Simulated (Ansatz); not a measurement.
Level of theory: r2SCAN-D4/def2-SVP in Ansatz (an electronic-structure program). No frequencies were computed at this level.

Ansatz 0.2 input:
```yaml
crystal:
  periodic: [false, false, false]
  atoms:
    - { symbol: Zr, position_ang: [0.098699, 0.074941, 0.033416] }
    - { symbol: N, position_ang: [1.168657, 0.736829, 1.589325] }
    - { symbol: H, position_ang: [2.033689, 0.301484, 1.923193] }
    - { symbol: H, position_ang: [1.142089, 1.675664, 1.996304] }
    - { symbol: N, position_ang: [0.569392, 0.763201, -1.785508] }
    - { symbol: H, position_ang: [1.396594, 0.515302, -2.335269] }
    - { symbol: H, position_ang: [0.196067, 1.623593, -2.19713] }
    - { symbol: Br, position_ang: [0.2045, -2.439278, 0.048842] }
    - { symbol: Br, position_ang: [-2.348794, 0.514947, 0.417974] }
basis:
  gaussian: { orbitals: def2-svp }
hamiltonian:
  xc: r2scan
  dispersion: d4
relax:
  max_steps: 150
```

Output:

```
[...]
these checks for a lower state are left out or cut short: starts, cluster_reference, orbital_swaps, neighbouring_geometries, increment
1544 factors; their error is unknown
mean field evaluation 64: about -144404.3185 eV, gradient 2.7e-5 eV
mean field -144404.31845158 eV, -5306.7608223332 hartree, gradient 2.7e-5 eV, S^2 0.000000; 0 other end points of the search recorded, 0 dependent functions left out
reference -144404.31848400 eV, -5306.7608235242 hartree; 50, 50 occupied and 93, 93 virtual orbitals, 1544 factors
relax step   7: F+E_penalty+E_count = -144404.38324534 eV  Δ(F+E_penalty+E_count) = -1.902e-2 eV  max|allowed force component| = 1.347e-1 eV/Å  Δτ_max = 0.1997 Å  (34 SCF iters, accepted)
these checks for a lower state are left out or cut short: starts, cluster_reference, orbital_swaps, neighbouring_geometries, increment
1544 factors; their error is unknown
mean field -144404.32043015 eV, -5306.7608950442 hartree, gradient 2.6e-5 eV, S^2 0.000000; 0 other end points of the search recorded, 0 dependent functions left out
reference -144404.32046264 eV, -5306.7608962379 hartree; 50, 50 occupied and 93, 93 virtual orbitals, 1544 factors
relax step   8: F+E_penalty+E_count = -144404.38521124 eV  Δ(F+E_penalty+E_count) = -1.966e-3 eV  max|allowed force component| = 6.425e-2 eV/Å  Δτ_max = 0.0315 Å  (30 SCF iters, accepted)
these checks for a lower state are left out or cut short: starts, cluster_reference, orbital_swaps, neighbouring_geometries, increment
1544 factors; their error is unknown
mean field -144404.32149333 eV, -5306.7609341152 hartree, gradient 1.5e-5 eV, S^2 0.000000; 0 other end points of the search recorded, 0 dependent functions left out
reference -144404.32152582 eV, -5306.7609353094 hartree; 50, 50 occupied and 93, 93 virtual orbitals, 1544 factors
relax step   9: F+E_penalty+E_count = -144404.38634959 eV  Δ(F+E_penalty+E_count) = -1.138e-3 eV  max|allowed force component| = 1.360e-1 eV/Å  Δτ_max = 0.0696 Å  (31 SCF iters, accepted)
these checks for a lower state are left out or cut short: starts, cluster_reference, orbital_swaps, neighbouring_geometries, increment
1544 factors; their error is unknown
mean field -144404.31867628 eV, -5306.7608305907 hartree, gradient 1.4e-5 eV, S^2 0.000000; 0 other end points of the search recorded, 0 dependent functions left out
reference -144404.31870879 eV, -5306.7608317851 hartree; 50, 50 occupied and 93, 93 virtual orbitals, 1544 factors
relax step  10: F+E_penalty+E_count = -144404.38349091 eV  Δ(F+E_penalty+E_count) = +2.859e-3 eV  max|allowed force component| = 4.636e-1 eV/Å  Δτ_max = 0.1650 Å  (31 SCF iters, rejected (line search))
these checks for a lower state are left out or cut short: starts, cluster_reference, orbital_swaps, neighbouring_geometries, increment
1544 factors; their error is unknown
mean field -144404.32577035 eV, -5306.7610912930 hartree, gradient 1.9e-5 eV, S^2 0.000000; 0 other end points of the search recorded, 0 dependent functions left out
reference -144404.32580288 eV, -5306.7610924882 hartree; 50, 50 occupied and 93, 93 virtual orbitals, 1544 factors
relax step  11: F+E_penalty+E_count = -144404.39060532 eV  Δ(F+E_penalty+E_count) = -4.256e-3 eV  max|allowed force component| = 8.986e-2 eV/Å  Δτ_max = 0.0804 Å  (30 SCF iters, accepted)
these checks for a lower state are left out or cut short: starts, cluster_reference, orbital_swaps, neighbouring_geometries, increment
1544 factors; their error is unknown
mean field evaluation 96: about -144404.3296 eV, gradient 2.3e-1 eV
mean field -144404.32981086 eV, -5306.7612397788 hartree, gradient 8.7e-6 eV, S^2 0.000000; 0 other end points of the search recorded, 0 dependent functions left out
reference -144404.32984338 eV, -5306.7612409739 hartree; 50, 50 occupied and 93, 93 virtual orbitals, 1544 factors
relax step  12: F+E_penalty+E_count = -144404.39460525 eV  Δ(F+E_penalty+E_count) = -4.000e-3 eV  max|allowed force component| = 2.573e-1 eV/Å  Δτ_max = 0.0975 Å  (31 SCF iters, accepted)
these checks for a lower state are left out or cut short: starts, cluster_reference, orbital_swaps, neighbouring_geometries, increment
1544 factors; their error is unknown
mean field -144404.33289779 eV, -5306.7613532213 hartree, gradient 2.5e-5 eV, S^2 0.000000; 0 other end points of the search recorded, 0 dependent functions left out
reference -144404.33293028 eV, -5306.7613544155 hartree; 50, 50 occupied and 93, 93 virtual orbitals, 1544 factors
relax step  13: F+E_penalty+E_count = -144404.39767128 eV  Δ(F+E_penalty+E_count) = -3.066e-3 eV  max|allowed force component| = 3.285e-1 eV/Å  Δτ_max = 0.1003 Å  (30 SCF iters, accepted)
these checks for a lower state are left out or cut short: starts, cluster_reference, orbital_swaps, neighbouring_geometries, increment
1544 factors; their error is unknown
mean field -144404.34654703 eV, -5306.7618548217 hartree, gradient 8.2e-6 eV, S^2 0.000000; 0 other end points of the search recorded, 0 dependent functions left out
reference -144404.34657956 eV, -5306.7618560172 hartree; 50, 50 occupied and 93, 93 virtual orbitals, 1544 factors
relax step  14: F+E_penalty+E_count = -144404.41135257 eV  Δ(F+E_penalty+E_count) = -1.368e-2 eV  max|allowed force component| = 9.536e-2 eV/Å  Δτ_max = 0.2000 Å  (38 SCF iters, accepted)
these checks for a lower state are left out or cut short: starts, cluster_reference, orbital_swaps, neighbouring_geometries, increment
1544 factors; their error is unknown
mean field -144404.34811852 eV, -5306.7619125731 hartree, gradient 8.2e-6 eV, S^2 0.000000; 0 other end points of the search recorded, 0 dependent functions left out
reference -144404.34815103 eV, -5306.7619137678 hartree; 50, 50 occupied and 93, 93 virtual orbitals, 1544 factors
relax step  15: F+E_penalty+E_count = -144404.41293509 eV  Δ(F+E_penalty+E_count) = -1.583e-3 eV  max|allowed force component| = 9.367e-2 eV/Å  Δτ_max = 0.0264 Å  (33 SCF iters, accepted)
these checks for a lower state are left out or cut short: starts, cluster_reference, orbital_swaps, neighbouring_geometries, increment
1544 factors; their error is unknown
mean field evaluation 128: about -144404.3417 eV, gradient 1.2e-5 eV
mean field -144404.34166348 eV, -5306.7616753546 hartree, gradient 1.2e-5 eV, S^2 0.000000; 0 other end points of the search recorded, 0 dependent functions left out
reference -144404.34169596 eV, -5306.7616765483 hartree; 50, 50 occupied and 93, 93 virtual orbitals, 1544 factors
relax step  16: F+E_penalty+E_count = -144404.40650867 eV  Δ(F+E_penalty+E_count) = +6.426e-3 eV  max|allowed force component| = 3.819e-1 eV/Å  Δτ_max = 0.1027 Å  (32 SCF iters, rejected (line search))
these checks for a lower state are left out or cut short: starts, cluster_reference, orbital_swaps, neighbouring_geometries, increment
1544 factors; their error is unknown
mean field -144404.35063627 eV, -5306.7620050987 hartree, gradient 2.7e-5 eV, S^2 0.000000; 0 other end points of the search recorded, 0 dependent functions left out
reference -144404.35066878 eV, -5306.7620062931 hartree; 50, 50 occupied and 93, 93 virtual orbitals, 1544 factors
relax step  17: F+E_penalty+E_count = -144404.41547206 eV  Δ(F+E_penalty+E_count) = -2.537e-3 eV  max|allowed force component| = 4.852e-2 eV/Å  Δτ_max = 0.0498 Å  (30 SCF iters, accepted)
these checks for a lower state are left out or cut short: starts, cluster_reference, orbital_swaps, neighbouring_geometries, increment
1544 factors; their error is unknown
mean field -144404.35261928 eV, -5306.7620779726 hartree, gradient 1.7e-5 eV, S^2 0.000000; 0 other end points of the search recorded, 0 dependent functions left out
reference -144404.35265178 eV, -5306.7620791670 hartree; 50, 50 occupied and 93, 93 virtual orbitals, 1544 factors
relax step  18: F+E_penalty+E_count = -144404.41746134 eV  Δ(F+E_penalty+E_count) = -1.989e-3 eV  max|allowed force component| = 8.951e-3 eV/Å  Δτ_max = 0.0832 Å  (31 SCF iters, accepted)
these checks for a lower state are left out or cut short: starts, cluster_reference, orbital_swaps, neighbouring_geometries, increment
1544 factors; their error is unknown
mean field -144404.35221179 eV, -5306.7620629977 hartree, gradient 1.5e-5 eV, S^2 0.000000; 0 other end points of the search recorded, 0 dependent functions left out
reference -144404.35224427 eV, -5306.7620641916 hartree; 50, 50 occupied and 93, 93 virtual orbitals, 1544 factors
relax step  19: F+E_penalty+E_count = -144404.41704140 eV  Δ(F+E_penalty+E_count) = +4.199e-4 eV  max|allowed force component| = 1.867e-1 eV/Å  Δτ_max = 0.0812 Å  (32 SCF iters, rejected (line search))
these checks for a lower state are left out or cut short: starts, cluster_reference, orbital_swaps, neighbouring_geometries, increment
1544 factors; their error is unknown
mean field -144404.35309269 eV, -5306.7620953702 hartree, gradient 9.9e-6 eV, S^2 0.000000; 0 other end points of the search recorded, 0 dependent functions left out
reference -144404.35312518 eV, -5306.7620965644 hartree; 50, 50 occupied and 93, 93 virtual orbitals, 1544 factors
relax step  20: F+E_penalty+E_count = -144404.41794177 eV  Δ(F+E_penalty+E_count) = -4.804e-4 eV  max|allowed force component| = 1.878e-2 eV/Å  Δτ_max = 0.0391 Å  (32 SCF iters, accepted)
these checks for a lower state are left out or cut short: starts, cluster_reference, orbital_swaps, neighbouring_geometries, increment
1544 factors; their error is unknown
mean field evaluation 160: about -144404.3530 eV, gradient 1.9e-1 eV
mean field -144404.35307405 eV, -5306.7620946851 hartree, gradient 1.0e-5 eV, S^2 0.000000; 0 other end points of the search recorded, 0 dependent functions left out
reference -144404.35310654 eV, -5306.7620958792 hartree; 50, 50 occupied and 93, 93 virtual orbitals, 1544 factors
relax step  21: F+E_penalty+E_count = -144404.41792037 eV  Δ(F+E_penalty+E_count) = +2.140e-5 eV  max|allowed force component| = 6.887e-2 eV/Å  Δτ_max = 0.0452 Å  (32 SCF iters, rejected (line search))
these checks for a lower state are left out or cut short: starts, cluster_reference, orbital_swaps, neighbouring_geometries, increment
1544 factors; their error is unknown
mean field -144404.35323946 eV, -5306.7621007639 hartree, gradient 8.4e-6 eV, S^2 0.000000; 0 other end points of the search recorded, 0 dependent functions left out
reference -144404.35327195 eV, -5306.7621019581 hartree; 50, 50 occupied and 93, 93 virtual orbitals, 1544 factors
relax step  22: F+E_penalty+E_count = -144404.41808971 eV  Δ(F+E_penalty+E_count) = -1.479e-4 eV  max|allowed force component| = 9.658e-3 eV/Å  Δτ_max = 0.0220 Å  (33 SCF iters, accepted)
these checks for a lower state are left out or cut short: starts, cluster_reference, orbital_swaps, neighbouring_geometries, increment
1544 factors; their error is unknown
mean field -144404.35323776 eV, -5306.7621007016 hartree, gradient 1.1e-5 eV, S^2 0.000000; 0 other end points of the search recorded, 0 dependent functions left out
reference -144404.35327025 eV, -5306.7621018956 hartree; 50, 50 occupied and 93, 93 virtual orbitals, 1544 factors
relax step  23: F+E_penalty+E_count = -144404.41808540 eV  Δ(F+E_penalty+E_count) = +4.310e-6 eV  max|allowed force component| = 1.954e-2 eV/Å  Δτ_max = 0.0292 Å  (32 SCF iters, rejected (line search))
these checks for a lower state are left out or cut short: starts, cluster_reference, orbital_swaps, neighbouring_geometries, increment
1544 factors; their error is unknown
mean field -144404.35330280 eV, -5306.7621030918 hartree, gradient 9.0e-6 eV, S^2 0.000000; 0 other end points of the search recorded, 0 dependent functions left out
reference -144404.35333530 eV, -5306.7621042860 hartree; 50, 50 occupied and 93, 93 virtual orbitals, 1544 factors
relax step  24: F+E_penalty+E_count = -144404.41815403 eV  Δ(F+E_penalty+E_count) = -6.431e-5 eV  max|allowed force component| = 4.221e-3 eV/Å  Δτ_max = 0.0143 Å  (32 SCF iters, accepted)
these checks for a lower state are left out or cut short: starts, cluster_reference, orbital_swaps, neighbouring_geometries, increment
1544 factors; their error is unknown
mean field evaluation 192: about -144404.3533 eV, gradient 8.6e-6 eV
mean field -144404.35331616 eV, -5306.7621035829 hartree, gradient 8.6e-6 eV, S^2 0.000000; 0 other end points of the search recorded, 0 dependent functions left out
reference -144404.35334866 eV, -5306.7621047770 hartree; 50, 50 occupied and 93, 93 virtual orbitals, 1544 factors
relax step  25: F+E_penalty+E_count = -144404.41816651 eV  Δ(F+E_penalty+E_count) = -1.248e-5 eV  max|allowed force component| = 4.855e-3 eV/Å  Δτ_max = 0.0121 Å  (32 SCF iters, accepted)
1544 factors; their error is unknown
mean field -144404.35331616 eV, -5306.7621035829 hartree, gradient 1.1e-5 eV, S^2 0.000000; 1 other end points of the search recorded, 0 dependent functions left out
reference -144404.35334866 eV, -5306.7621047770 hartree; 50, 50 occupied and 93, 93 virtual orbitals, 1544 factors
Total energy: -144404.41819900 eV, -5306.7644879831 hartree
Atom 0 at     0.036203    -0.045539     0.028403 Å, force     0.000124     0.000818    -0.000389 eV/Å
Atom 1 at     1.191770     0.760951     1.466179 Å, force     0.001489     0.000997    -0.000366 eV/Å
Atom 2 at     1.138682     0.486875     2.449077 Å, force    -0.000659    -0.000456    -0.000145 eV/Å
Atom 3 at     1.906150     1.481524     1.372489 Å, force    -0.000412    -0.000561     0.000437 eV/Å
Atom 4 at     0.591149     0.879812    -1.664461 Å, force    -0.001013     0.000316    -0.003107 eV/Å
Atom 5 at     1.287713     0.536995    -2.328044 Å, force    -0.003816     0.003742     0.002550 eV/Å
Atom 6 at     0.143945     1.707018    -2.063016 Å, force     0.004325    -0.004855     0.000848 eV/Å
Atom 7 at     0.546668    -2.517149    -0.122467 Å, force     0.000119     0.000112     0.000060 eV/Å
Atom 8 at    -2.381387     0.476196     0.552988 Å, force    -0.000156    -0.000112     0.000111 eV/Å
Dipole moment:     0.544345     0.563701    -0.138318 e Å
```

Cost: around 6 core-minutes (rough).
